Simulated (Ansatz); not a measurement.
Mulliken charges of `C[N][GeH3]` radical from ωB97M-V/def2-TZVPP in Ansatz (PBE0-D4/def2-TZVP geometry).

```tsv
atom	x (Å)	y (Å)	z (Å)	charge (e)
C1	-0.412	0.982	-0.925	-0.234
N2	-0.914	-0.111	-0.161	-0.336
Ge3	0.325	-1.031	0.882	0.184
H4	-1.135	1.293	-1.686	0.123
H5	0.563	0.801	-1.403	0.116
H6	-0.260	1.848	-0.257	0.131
H7	1.747	-0.943	0.283	-0.006
H8	-0.137	-2.491	0.966	0.014
H9	0.312	-0.393	2.283	0.008
```

**Question.** By hand: the dipole of these point charges (1 e Å = 4.8032 D).

**Answer.** Σ q r = (0.345, 0.079, 0.059) e Å, of length 0.359 e Å = 1.72 D.

**Question.** How does the dipole of the full density compare? (An estimate is asked.)

**Answer.** Computed: (0.266, 0.138, -0.029) e Å, 1.45 D; the point charges give 1.19 times that, at 21° from its direction.

Point charges leave out the atoms' own dipoles, such as those of lone pairs, and Mulliken's split depends on the basis, so the two needn't agree.
